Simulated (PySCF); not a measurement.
**Broadened absorption spectrum of C5H3F5**

Compound: C₅H₃F₅.
SMILES: `F/C=C\C=C(\F)C(F)(F)F`

The calculation used TDDFT PBE0/def2-SVPD, vertical, gas phase, core orbitals frozen in the response in PySCF. One conformer (not necessarily the lowest) at the GFN2-xTB geometry, without solvent, vibrations or thermal averaging. Torsions of this conformer, `[F:1]/[CH:2]=[CH:3]\[CH:4]=[C:5](\[F:6])[C:7]([F:8])([F:9])[F:10]`: C2–C3–C4–C5 180°, C4–C5–C7–F8 -120°.

Each state is given a Gaussian of 0.25 eV full width at half maximum, with ε(max) = 2.175×10⁸ f / Δν̃ (Δν̃ the width in cm⁻¹). The width is an assumption, not a result. The curve ends short of the highest state used, and states not computed would add to its high-energy end.

| λ (nm) | ε (L mol⁻¹ cm⁻¹) |
| --- | --- |
| 173.7 | 3547 |
| 176.5 | 5123 |
| 179.4 | 2718 |
| 182.2 | 836 |
| 185.1 | 201 |
| 188.0 | 29 |
| 190.8 | 2 |
| 193.7 | 0 |
| 196.5 | 0 |
| 199.4 | 0 |
| 202.3 | 0 |
| 205.1 | 2 |
| 208.0 | 45 |
| 210.8 | 593 |
| 213.7 | 4581 |
| 216.6 | 19470 |
| 219.4 | 46579 |
| 222.3 | 69507 |
| 225.1 | 65217 |
| 228.0 | 39648 |
| 230.9 | 16049 |
| 233.7 | 4689 |
| 236.6 | 931 |
| 239.4 | 144 |

(1) Where are the band maxima, and which computed states make them?

(2) Does any computed singlet lie in the visible range?

(3) On this curve, what absorbance would a 10⁻³ mol/L sample give at 222 nm over a 1 cm path?

Results:

(1) 223 nm (5.55 eV), ε about 71000, made up of S1 (100%); 176 nm (7.04 eV), ε about 5200, made up of S3 (98%) (ε in L mol⁻¹ cm⁻¹; maxima over ε = 5, shares over 10%). The states used: S1 5.55 eV (f 0.662); S2 6.85 eV (f 0.0043); S3 7.04 eV (f 0.047); S4 7.34 eV (f 0.0026); S5 7.39 eV (f 0.0084); S6 7.74 eV (f 0.0004).

(2) No computed singlet lies in the visible range (380 to 750 nm); the lowest, at 223 nm, stands 2.29 eV above its violet end (3.26 eV); a Tamm–Dancoff triplet lies at 416 nm, without intensity as long as spin–orbit coupling is left out.

(3) 222 nm is 5.585 eV, where ε is about 68000 L mol⁻¹ cm⁻¹, so A = ε c l ≈ 68 (Beer–Lambert, with the gas-phase spectrum and the assumed width).
